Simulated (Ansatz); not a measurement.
The same ligand exchange along the group Sc, Y.

Gas-phase electronic energies from Ansatz, PBE0-D4/def2-TZVP geometries. CBS: MP2 limit from def2 TZ/QZ plus the TZ coupled-cluster correction, frozen cores. This one scheme is used for every species. DFT in def2-TZVPP. Elements past krypton have def2 core potentials. For Sc, Y outer-core shells are correlated without core-valence functions, which leaves a few kJ/mol of doubt a bond. Scalar relativity is left out up to krypton.

```tsv
reaction	ωB97M-V (kcal/mol)	RPA@PBE/def2-TZVPP (kcal/mol)	ωB97X-V (kcal/mol)	CCSD(T)/CBS(def2) (kcal/mol)
`[CH3][Sc]([CH3])[Cl]` + H–F → `[CH3][Sc]([CH3])[F]` + HCl	-2.6	-2.4	-3.2	-0.2
`[CH3][Y]([CH3])[Cl]` + H–F → `[CH3][Y]([CH3])[F]` + HCl	-0.2	0.1	-0.8	1.5
```

Largest T1 diagnostic: 0.014, for `[CH3][Sc]([CH3])[F]`.
